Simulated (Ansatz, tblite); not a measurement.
Removing an electron: the cluster OsO₂⁻. The state is a doublet with charge -1. Geometry: PBE0-D4/def2-TZVPD. Ansatz, gas phase; energy differences of separate SCF runs; the oxidised species is a triplet (the singlet lies 0.84 eV higher at PBE0-D4/def2-TZVPD).

```
atom    x (Å)    y (Å)    z (Å)
 Os1   0.2083   0.0727   0.1848
  O2  -1.1476  -0.2793   1.1795
  O3   0.9393   0.2066  -1.3643
```

In the def2 sets Os takes a core potential; there is no spin–orbit coupling. The xTB rows come from tblite. The structure comes from a short search, and lower isomers may exist.

| level | −HOMO (eV) | vertical IE (eV) | −LUMO (eV) | HOMO–LUMO gap (eV) | remarks |
| --- | --- | --- | --- | --- | --- |
| GFN1-xTB | – | 9.12 | – | – | – |
| GFN2-xTB | – | 7.81 | – | – | – |
| r2SCAN-D4/def2-TZVPD | -0.01 | 2.67 | -1.35 | 1.34 | HOMO above zero (-1 doublet) |

**Question.** Estimate the rows for PBE-D4/def2-TZVPD, PBE0-D4/def2-TZVPD.

**Answer.** 
```tsv
level	−HOMO (eV)	vertical IE (eV)	−LUMO (eV)	HOMO–LUMO gap (eV)	remarks
PBE-D4/def2-TZVPD	-0.28	2.74	-0.90	0.62	HOMO above zero (-1 doublet)
PBE0-D4/def2-TZVPD	0.83	2.78	-2.21	3.03	–
```

  A HOMO above zero means that the electron is unbound at that level or that self-interaction error raises the level; the energy of removing that electron tells which. HOMO and LUMO are the levels of the spin that leaves or enters (xTB has no such levels and no spin-polarisation term). Other spin states of the ions may lie lower, which would lower the ionisation energy or raise the affinity. Raw xTB energy differences between charge states are shifted by several eV; the methods need an empirical correction for them.
